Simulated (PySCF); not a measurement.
C4H7NSi, SMILES CC1[SiH2]C=NC=1.

Geometry: B3LYP-D3(BJ)/def2-SVP. The structure was generated by enumeration, and PubChem lists no compound with its InChIKey, so it may never have been made.

The numbers are results of SMD-M06-2X/6-31G* run with PySCF, not measurements.

Solvation free energies are E(SMD) − E(gas) at the gas-phase geometry, for 1 M in both phases. In vacuum the dipole moment is 1.91 D.

```csv
solvent,ΔG(solv) (kcal/mol),its non-electrostatic (CDS) part,dipole (D)
water,-0.6,3.7,2.62
tetrahydrofuran,…,…,…
chloroform,-3.5,-0.5,2.39
```

Q: Fill in the missing entries. (An estimate is asked for; the answer gives what the named calculation found.)

A: 
- tetrahydrofuran, ΔG(solv) (kcal/mol): -3.0
- tetrahydrofuran, its non-electrostatic (CDS) part: 0.5
- tetrahydrofuran, dipole (D): 2.47
